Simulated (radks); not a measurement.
The numbers below are computed, except where a source is named.
Ionisation of Au, [Xe] 4f14 5d10 6s1, to Au+, [Xe] 4f14 5d10, under several functionals. Dirac Kohn-Sham, spin-unpolarised, spherical densities, finite nucleus; a radial shooting solver on a logarithmic mesh with Libxc functionals. The NIST Atomic Spectra Database gives 9.226 eV (measured). Rank these functionals by the error of their Delta-SCF ionisation energy: B86b exchange with PBE correlation; Wu-Cohen GGA; XLYP; PBE; LDA (Slater exchange, VWN5 correlation); SOGGA.

Answer. From best to worst: SOGGA 9.324 eV (+0.098); PBE 9.420 eV (+0.194); B86b exchange with PBE correlation 9.443 eV (+0.217); Wu-Cohen GGA 9.456 eV (+0.230); XLYP 9.512 eV (+0.286); LDA (Slater exchange, VWN5 correlation) 9.776 eV (+0.550). Spin polarisation and multiplet splitting are left out, so open shells lie too high by an amount that depends on their filling.

Beside tabulated values, note that spin-unpolarised runs miss the spin-polarisation part of the exchange energy of open shells.
